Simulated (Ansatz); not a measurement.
`BS[Si](N)(O)F`, 11 atoms. Charge 0, multiplicity 1. All runs use 4 threads of a server CPU on a shared host. Correlated methods freeze the cores.

Problem. How many basis functions does each run have, and how long does it take in Ansatz? RKS PBE0-D4/def2-TZVP frequencies; RKS PBE0-D4/def2-QZVPP energy; RKS r2SCAN0-D4/def2-TZVPP energy; RHF-MP2/def2-QZVPP energy; RKS PBE0-D4/def2-SVP energy; direct RPA on PBE orbitals/def2-TZVPP energy; RKS B97M-V/def2-TZVPP energy; RKS ωB97M-V/def2-QZVPP energy; RKS PBE-D4/def2-TZVPP energy and forces; RHF-CCSD(T)/def2-TZVPP energy; RKS BHLYP-D4/def2-TZVPP energy; RKS ωB97M-V/def2-SVP energy. (Best estimate.)

Solution. Ansatz gave: Other jobs shared the machine, so times are rough.

```tsv
level	job	functions	wall time	peak host memory (GiB)
RKS PBE0-D4/def2-SVP	energy	117	1.4 s	0.25
RKS PBE-D4/def2-TZVPP	energy and forces	278	3.4 s	0.42
RKS BHLYP-D4/def2-TZVPP	energy	278	4.6 s	0.85
RKS ωB97M-V/def2-SVP	energy	117	6.5 s	0.38
RKS r2SCAN0-D4/def2-TZVPP	energy	278	7.5 s	0.85
direct RPA on PBE orbitals/def2-TZVPP	energy	278	8 s	0.71
RKS B97M-V/def2-TZVPP	energy	278	11 s	0.51
RKS PBE0-D4/def2-QZVPP	energy	518	13 s	2.2
RKS ωB97M-V/def2-QZVPP	energy	518	26 s	2.6
RHF-MP2/def2-QZVPP	energy	518	31 s	3.5
RKS PBE0-D4/def2-TZVP	frequencies	228	3.4 min	0.7
RHF-CCSD(T)/def2-TZVPP	energy	278	5.9 min	7.8
```
